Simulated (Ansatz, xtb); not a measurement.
## C3H8F2OSi: which of two isomers lies lower

We compare I, `CO[C@H](CF)[SiH2]F`, a singlet, with II, `C[SiH2]OCC(F)F`, a singlet. Both are isolated molecules in the gas phase, relaxed with B3LYP-D3(BJ)/def2-SVP; each stands in its lowest conformer found.

Question: Estimate E(II) − E(I) at the level CCSD(T)/def2-SVP + ΔMP2/def2-TZVPP.

Answer: Calculated at CCSD(T)/def2-SVP + ΔMP2/def2-TZVPP: E(II) − E(I) = −17.2 kJ/mol, so structure II lies lower.

How the difference moves with the method:

```json
{"level": "B3LYP-D3(BJ)/def2-SVP", "geometry": "B3LYP-D3(BJ)/def2-SVP", "E(II) − E(I) (kJ/mol)": "−28.5", "departure from the last row (kJ/mol)": "−11.3", "job, with rough time for the two": "optimisation, 2 min"}
{"level": "HF/def2-SVP", "geometry": "B3LYP-D3(BJ)/def2-SVP", "E(II) − E(I) (kJ/mol)": "−34.2", "departure from the last row (kJ/mol)": "−17.1", "job, with rough time for the two": "part of the CCSD(T) run"}
{"level": "MP2/def2-SVP", "geometry": "B3LYP-D3(BJ)/def2-SVP", "E(II) − E(I) (kJ/mol)": "−25.9", "departure from the last row (kJ/mol)": "−8.7", "job, with rough time for the two": "part of the CCSD(T) run"}
{"level": "CCSD(T)/def2-SVP", "geometry": "B3LYP-D3(BJ)/def2-SVP", "E(II) − E(I) (kJ/mol)": "−25.7", "departure from the last row (kJ/mol)": "−8.5", "job, with rough time for the two": "single point"}
{"level": "CCSD(T)/def2-SVP + ΔMP2/def2-TZVPP", "geometry": "B3LYP-D3(BJ)/def2-SVP", "E(II) − E(I) (kJ/mol)": "−17.2", "departure from the last row (kJ/mol)": "", "job, with rough time for the two": "single point, 95 s"}
```

As drawn, II has 1 O–Si, 1 C–F in place of 1 C–O, 1 F–Si.

The levels shown agree on the order. The largest departure from CCSD(T)/def2-SVP + ΔMP2/def2-TZVPP is that of HF/def2-SVP, 17.1 kJ/mol. Levels run at GFN2-xTB geometries aren't shown. The last row adds to CCSD(T) the change of the MP2 difference between the two basis sets, here +8.5 kJ/mol.

With thermal terms from frequencies at re-optimised GFN2-xTB minima (ideal gas, soft modes damped towards free rotors, one conformer each, 298.15 K, 1 atm): the zero-point term adds −0.7 kJ/mol; ΔH is −18.4 and ΔG −17.0 kJ/mol.

The correlated steps freeze 11 core orbitals. Mirror images aren't counted in ΔG. Run with Ansatz 0.2.0, xtb 6.7.1; the last row on 4 threads of Arm Neoverse V1 on a shared host.
